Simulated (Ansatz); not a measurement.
[In(NH3)6]3+ (InN6H18³⁺), 25 atoms. Hardware: 4 threads of Intel Xeon on a shared host.

In the def2 sets In takes a core potential; there is no spin–orbit coupling. Correlated methods freeze 10 core orbitals; core or outer-core shells of In are correlated, in sets that lack core-valence functions.

(1) How many basis functions does each of these Ansatz runs have, and roughly what does it cost? B2PLYP/def2-TZVP, charge 3 singlet, energy, from earlier orbitals; ωB97X-V/def2-TZVP, charge 3 singlet, energy, from earlier orbitals; PBE0-D4/def2-TZVP, charge 2 doublet at the geometry of the charge 3 singlet, energy; PBE0-D4/def2-SVP, charge 3 singlet, energy, from earlier orbitals; PBE-D4/def2-TZVP, charge 3 triplet at the geometry of the charge 3 singlet, energy, from earlier orbitals; MP2/def2-TZVP, charge 3 singlet, energy, from earlier orbitals; r2SCAN-D4/def2-TZVP, charge 3 triplet at the geometry of the charge 3 singlet, energy, from earlier orbitals; r2SCAN-D4/def2-TZVP, charge 3 singlet, energy, from earlier orbitals; HF/STO-3G, charge 3 singlet, energy; PBE0-D4/def2-TZVP, charge 3 singlet, energy, from earlier orbitals; r2SCANh-D4/def2-TZVP, charge 3 singlet, energy, from earlier orbitals; PBE-D4/def2-SVP, charge 3 singlet, energy, from earlier orbitals.

## Answers

(1) Other jobs shared the machine, so times can vary by a factor of up to 3. A dash marks memory too small to be measured apart from the calling script's.

| run | functions | fitting or Cholesky vectors | wall time | peak host memory (GiB) |
| --- | --- | --- | --- | --- |
| HF/STO-3G, charge 3 singlet, energy | 75 | 1041 | 2.1 s | – |
| PBE-D4/def2-SVP, charge 3 singlet, energy, from earlier orbitals | 200 | 2392 | 6.5 s | – |
| PBE0-D4/def2-SVP, charge 3 singlet, energy, from earlier orbitals | 200 | 2443 | 11 s | 0.84 |
| r2SCAN-D4/def2-TZVP, charge 3 singlet, energy, from earlier orbitals | 344 | 2110 | 15 s | 0.69 |
| PBE0-D4/def2-TZVP, charge 3 singlet, energy, from earlier orbitals | 344 | 2203 | 19 s | 1.2 |
| r2SCANh-D4/def2-TZVP, charge 3 singlet, energy, from earlier orbitals | 344 | 2110 | 21 s | 1.5 |
| MP2/def2-TZVP, charge 3 singlet, energy, from earlier orbitals | 344 | 2573 | 26 s | 1.4 |
| B2PLYP/def2-TZVP, charge 3 singlet, energy, from earlier orbitals | 344 | 2573 | 32 s | 1.5 |
| ωB97X-V/def2-TZVP, charge 3 singlet, energy, from earlier orbitals | 344 | 2174 | 39 s | 1.6 |
| PBE0-D4/def2-TZVP, charge 2 doublet at the geometry of the charge 3 singlet, energy | 344 | 2203 | 42 s | 1.6 |
| PBE-D4/def2-TZVP, charge 3 triplet at the geometry of the charge 3 singlet, energy, from earlier orbitals | 344 | 2110 | 48 s | 1.7 |
| r2SCAN-D4/def2-TZVP, charge 3 triplet at the geometry of the charge 3 singlet, energy, from earlier orbitals | 344 | 2110 | 89 s | 1.8 |
